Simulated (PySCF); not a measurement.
Level of theory: TPSSh-D3(BJ)/def2-TZVPD // CAM-B3LYP-D3(BJ)/def2-TZVPD (PySCF 2.14.0). Gas-phase values, no solvent. One relaxed conformer stands for a flexible species; it need not be the lowest. 

Reference species (SMILES): `[SiH3][O-]` (charge -1, multiplicity 1).

The HOMO is -0.50 eV.

Changed species: `CN(C)[SiH2][O-]` (C–N–Si–O torsion 35°) (X = dimethylamino, proton removed; the reference has X = H, proton removed).

Q: What does the change do to the HOMO?

A: the HOMO falls by 0.24 eV, to -0.74 eV.
